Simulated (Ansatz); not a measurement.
Z-matrix (Å, degrees):
```
Si
Ga 1 2.414
B 1 2.017 2 108.4
N 1 1.726 2 110.3 3 124.1
H 1 1.507 2 104.0 3 -110.8
H 2 1.573 1 121.6 3 43.7
H 2 1.577 1 120.5 3 -137.5
F 3 1.325 1 122.0 2 113.6
H 3 1.205 1 121.7 2 -64.3
H 4 1.006 1 120.7 2 42.2
H 4 1.007 1 120.5 2 -171.1
```

Total charge 0; spin multiplicity 1.

**Question.** List the PBE0/def2-TZVPP orbital energies in eV (the Gaussian-basis code of Ansatz). (Estimate.)

**Answer.** Ansatz gave: Occupied: -10147.17, -1802.33, -1253.07, -1109.25, -1109.14, -1109.13, -674.39, -390.88, -186.07, -151.29, -144.66, -104.32, -104.00, -103.99, -99.32, -99.31, -99.29, -34.00, -23.76, -23.38, -23.26, -23.24, -23.09, -23.04, -15.99, -14.83, -13.87, -13.33, -13.05, -12.26, -11.94, -10.67, -8.72, -8.55, -7.36, -7.09. Lowest empty: -2.15, -1.31, 0.05, 0.95, 1.55, 2.02, 2.31, 2.37.
